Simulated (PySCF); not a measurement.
C2H6Ge, singlet, geometry from GFN2-xTB; CASSCF(2,2)/6-31G (PySCF).

PySCF was given this input:
```python
from pyscf import gto, scf, mcscf
import numpy

mol = gto.M(
    atom='''
Ge    0.66414980   -0.23444849   -0.11534476
C    -1.02603397    0.72240959   -0.13660217
C    -2.06289268    0.41992095    0.62768879
H     0.97554695   -0.80420693   -1.46232096
H     0.63188073   -1.35020173    0.87528771
H     1.79425346    0.67966910    0.23564313
H    -1.10481185    1.55478471   -0.82604285
H    -2.99185172    0.96973770    0.59511150
H    -2.02425136   -0.40141430    1.32683419
''',
    basis='6-31g',
    verbose=4,
)

mf = scf.RHF(mol)
mf.kernel()
mc = mcscf.CASSCF(mf, 2, 2)
mc.fix_spin_(ss=0.0)
mc.kernel()
occ = numpy.linalg.eigvalsh(mc.fcisolver.make_rdm1(mc.ci, mc.ncas, mc.nelecas))[::-1]
ss = mc.fcisolver.spin_square(mc.ci, mc.ncas, mc.nelecas)[0]
print('natural occupations', occ.round(4), ' <S^2>', round(ss, 4))
```

What the program printed (banner, timings and long lists left out):

```
PySCF version 2.14.0

[INPUT] verbose = 4
[INPUT] num. atoms = 9
[INPUT] num. electrons = 50
[INPUT] charge = 0
[INPUT] spin (= nelec alpha-beta = 2S) = 0
[INPUT] symmetry False subgroup None
[INPUT] Mole.unit = angstrom
[INPUT] Symbol           X                Y                Z      unit          X                Y                Z       unit  Magmom
[INPUT]  1 Ge     0.664149800000  -0.234448490000  -0.115344760000 AA    1.255061227685  -0.443043436418  -0.217970006304 Bohr   0.0
[INPUT]  2 C     -1.026033970000   0.722409590000  -0.136602170000 AA   -1.938923197800   1.365156274859  -0.258140689321 Bohr   0.0
[INPUT]  3 C     -2.062892680000   0.419920950000   0.627688790000 AA   -3.898302189570   0.793535589467   1.186159904560 Bohr   0.0
[INPUT]  4 H      0.975546950000  -0.804206930000  -1.462320960000 AA    1.843516557155  -1.519730845177  -2.763386120611 Bohr   0.0
[INPUT]  5 H      0.631880730000  -1.350201730000   0.875287710000 AA    1.194081523090  -2.551511482614   1.654054052098 Bohr   0.0
[INPUT]  6 H      1.794253460000   0.679669100000   0.235643130000 AA    3.390647637453   1.284388454330   0.445300978835 Bohr   0.0
[INPUT]  7 H     -1.104811850000   1.554784710000  -0.826042850000 AA   -2.087791815674   2.938117284561  -1.560994753655 Bohr   0.0
[INPUT]  8 H     -2.991851720000   0.969737700000   0.595111500000 AA   -5.653780356109   1.832538665666   1.124597748579 Bohr   0.0
[INPUT]  9 H     -2.024251360000  -0.401414300000   1.326834190000 AA   -3.825280677678  -0.758563089484   2.507353231809 Bohr   0.0

nuclear repulsion = 173.981446544359
number of shells = 33
number of NR pGTOs = 158
number of NR cGTOs = 57
basis = 6-31g
ecp = {}

******** <class 'pyscf.scf.hf.RHF'> ********
method = RHF
initial guess = minao
damping factor = 0
level_shift factor = 0
DIIS = <class 'pyscf.scf.diis.CDIIS'>
diis_start_cycle = 1
diis_space = 8
diis_damp = 0
SCF conv_tol = 1e-09
SCF conv_tol_grad = None
SCF max_cycles = 50
direct_scf = True
direct_scf_tol = 1e-13
Set gradient conv threshold to 3.16228e-05
Initial guess from minao.
init E= -2153.77649633773
  HOMO = -0.284719924553499  LUMO = 0.0420852717913553  gap/eV = 8.89282
cycle= 1 E= -2154.14805184282  delta_E= -0.372  |g|= 0.226  |ddm|= 2.53
  HOMO = -0.389368061432193  LUMO = 0.135074450806008  gap/eV = 14.27081
cycle= 2 E= -2154.17113491643  delta_E= -0.0231  |g|= 0.0573  |ddm|= 0.411
  HOMO = -0.37335949495068  LUMO = 0.149976152588922  gap/eV = 14.24069
cycle= 3 E= -2154.17278530845  delta_E= -0.00165  |g|= 0.0121  |ddm|= 0.139
  HOMO = -0.377717227708112  LUMO = 0.14699751898088  gap/eV = 14.27822
cycle= 4 E= -2154.17283450842  delta_E= -4.92e-05  |g|= 0.00316  |ddm|= 0.0186
  HOMO = -0.3770590645717  LUMO = 0.147255946135072  gap/eV = 14.26734
cycle= 5 E= -2154.17283856368  delta_E= -4.06e-06  |g|= 0.000821  |ddm|= 0.00604
  HOMO = -0.376828825961401  LUMO = 0.147410188300414  gap/eV = 14.26527
cycle= 6 E= -2154.17283878783  delta_E= -2.24e-07  |g|= 0.000255  |ddm|= 0.00119
  HOMO = -0.376834424782046  LUMO = 0.147398412052964  gap/eV = 14.26510
cycle= 7 E= -2154.17283882638  delta_E= -3.86e-08  |g|= 4.77e-05  |ddm|= 0.000598
  HOMO = -0.376822216266086  LUMO = 0.147402222525874  gap/eV = 14.26487
cycle= 8 E= -2154.17283882825  delta_E= -1.87e-09  |g|= 8.38e-06  |ddm|= 0.000167
  HOMO = -0.376822190095144  LUMO = 0.147402412937192  gap/eV = 14.26488
cycle= 9 E= -2154.17283882828  delta_E= -3.37e-11  |g|= 5.03e-06  |ddm|= 2.37e-05
  HOMO = -0.376821994973018  LUMO = 0.147402532767359  gap/eV = 14.26488
Extra cycle  E= -2154.17283882829  delta_E= -9.55e-12  |g|= 2.22e-06  |ddm|= 8.86e-06
converged SCF energy = -2154.17283882829

******** <class 'pyscf.mcscf.mc1step.CASSCF'> ********
CAS (1e+1e, 2o), ncore = 24, nvir = 31
max_cycle_macro = 50
max_cycle_micro = 4
conv_tol = 1e-07
conv_tol_grad = None
orbital rotation max_stepsize = 0.02
orbital rotation threshold for CI restart = 0.01
augmented hessian ah_max_cycle = 30
augmented hessian ah_conv_tol = 1e-12
augmented hessian ah_linear dependence = 1e-14
augmented hessian ah_level shift = 1e-08
augmented hessian ah_start_tol = 2.5
augmented hessian ah_start_cycle = 3
augmented hessian ah_grad_trust_region = 3
kf_trust_region = 3
kf_interval = 4
ci_response_space = 4
ci_grad_trust_region = 3
with_dep4 0
natorb = False
canonicalization = True
sorting_mo_energy = False
ao2mo_level = 2
internal_rotation = False
******** <class 'pyscf.fci.addons.SpinPenaltyFCISolver'> ********
max. cycles = 50
conv_tol = 1e-08
davidson only = True
linear dependence = 1e-12
level shift = 0.001
max iter space = 12
nroots = 1
pspace_size = 400
spin = None
CASCI E = -2154.18256561450  S^2 = 0.0000000
Set conv_tol_grad to 0.000316228
macro iter   1 ( 21 JK    4 micro), CASSCF E = -2154.20002503393  dE = -1.74594194e-02  S^2 = 0.0000000
               |grad[o]|=0.0206  |grad[c]|=0.0211  |ddm|=0.0633  |maxRot[o]|= 0.31
macro iter   2 ( 16 JK    4 micro), CASSCF E = -2154.20210900820  dE = -2.08397427e-03  S^2 = 0.0000000
               |grad[o]|=0.0189  |grad[c]|=0.00292  |ddm|=0.00365  |maxRot[o]|=0.143
macro iter   3 (  5 JK    2 micro), CASSCF E = -2154.20211103520  dE = -2.02699221e-06  S^2 = 0.0000000
               |grad[o]|=0.000556  |grad[c]|=1.4e-05  |ddm|=0.000117  |maxRot[o]|=0.00479
macro iter   4 (  3 JK    1 micro), CASSCF E = -2154.20211103597  dE = -7.73070497e-10  S^2 = 0.0000000
               |grad[o]|=3.26e-05  |grad[c]|=6.63e-06  |ddm|=1.79e-05  |maxRot[o]|=5.13e-05
1-step CASSCF converged in   4 macro ( 45 JK  11 micro) steps
CASSCF canonicalization
Density matrix diagonal elements [1.90921909 0.09078091]
CASSCF energy = -2154.20211103597
CASCI E = -2154.20211103597  E(CI) = -1.24622288104001  S^2 = 0.0000000
natural occupations [1.9093 0.0907]  <S^2> 0.0
```
